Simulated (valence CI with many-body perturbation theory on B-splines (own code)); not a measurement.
**Sensitivity of CI+MBPT for Ir⁶²⁺**

Calculated by configuration interaction combined with many-body perturbation theory (CI+MBPT): five valence electrons over a frozen Dirac-Fock core [Ne], radial functions for each j: 6 s, 6 p, 5 d, 3 f, 1 g, with the one-electron correlation potential Σ1, the two-electron term Σ2, the three-electron term Σ3, Breit, model QED; selected CI, second order for the rest (own B-spline code, finite nucleus).

The last digits are not significant, and no measured levels were compared; by estimate large intervals hold to a few tenths of a per cent, small ones and those within an open d or f shell to about a per cent. Among the levels kept, up to 700 cm⁻¹ of a level comes from second order outside the variational space, and about a tenth of that is noise between levels of different J, which matters for small intervals.

The reference run has the lowest level (3s^2 3p1/2^2 3p3/2) J=3/2 and an ionisation energy of 6711.18 eV. Its largest variational space holds 10000 state functions.

Levels are named by their leading jj configuration (3d3/2^4 stands for four electrons in 3d with j = 3/2), which in mixed levels can hold well under half, so a name can repeat and another be missing. Letters in brackets count levels of one name in rising energy.

Changed runs:
A. natural orbitals for correlation on → off
B. logarithmic knot step 0.27 → 0.4
C. screening of Σ1 on → off
D. box radius (bohr) 1.3379 → 0.22 (bad on purpose)

Excitation energies of the reference run in cm⁻¹, and shifts in cm⁻¹:

```
                             Level  Reference      A        B       C
        (3s^2 3p1/2^2 3d3/2) J=3/2    1950020   +603      -10    +9.2
        (3s^2 3p1/2^2 3d5/2) J=5/2    2852830   +756      -12     +29
        (3s^2 3p1/2 3p3/2^2) J=3/2    3351180  -1021     +7.1     +10
        (3s^2 3p1/2 3p3/2^2) J=5/2    3450470   -412     +7.1     +10
        (3s^2 3p1/2 3p3/2^2) J=1/2    3581250    -62     +7.1     +11
        (3s 3p1/2^2 3p3/2^2) J=5/2    4851380   -945      -30    -4.8
        (3s 3p1/2^2 3p3/2^2) J=3/2    5099320   -360      -23    +2.3
        (3s 3p1/2^2 3p3/2^2) J=1/2    5120340   -111      -28    -2.3
(3s^2 3p1/2 3p3/2 3d3/2) J=5/2 [a]    5277860   -456     -3.6     +20
(3s^2 3p1/2 3p3/2 3d3/2) J=1/2 [a]    5306660   -670     -3.8     +20
(3s^2 3p1/2 3p3/2 3d3/2) J=3/2 [a]    5310120   -474     -6.0     +17
    (3s^2 3p1/2 3p3/2 3d3/2) J=7/2    5382170   +298     -3.4     +20
            Ionisation energy (eV)    6711.18  -0.45  -0.0029  +0.007
```

Run D: It gave no result. The program said: "need at least one array to concatenate".
